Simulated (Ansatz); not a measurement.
`CB(O)OCF` + CH₃OH → `COB(C)O` + `OCF`  (ligand exchange at a B–O bond)

Isolated molecules relaxed with PBE0-D4/def2-TZVP in Ansatz; ΔE leaves out vibrations. CBS: MP2 limit from def2 TZ/QZ plus the TZ coupled-cluster correction, frozen cores. This one scheme is used for every species. DFT in def2-TZVPP. HSE06 is defined as in plane-wave codes. One conformer a species, not always the lowest.

```tsv
level	ΔE (kJ/mol)	difference from CCSD(T)/CBS
PBE-D4	-10.5	-2.4
HSE06-D4	-9.2	-1.1
BHLYP-D4	-8.1	0.0
CAM-B3LYP-D4	-9.1	-1.0
ωB97X-V	-8.3	-0.2
r2SCAN	-9.5	-1.4
BHLYP	-8.5	-0.4
CAM-B3LYP	-9.5	-1.4
LC-ωPBE	-9.5	-1.4
RPA@PBE/def2-TZVPP	-7.7	0.4
HF/def2-TZVPP	-7.2	0.9
CCSD/def2-TZVPP	-8.1	0.0
MP2/def2-QZVPP	-8.7	-0.6
HF/CBS(def2)	-7.1	1.0
MP2/CBS(def2)	-8.6	-0.5
CCSD/CBS(def2)	-7.8	0.3
CCSD(T)/CBS	-8.1	0
```

Largest T1 diagnostic among the species: 0.012.

Leaving LDA and LC-ωPBE aside and taking each functional with its dispersion term where it has one, the values spread over 2.4 kJ/mol, from PBE-D4 to BHLYP-D4.
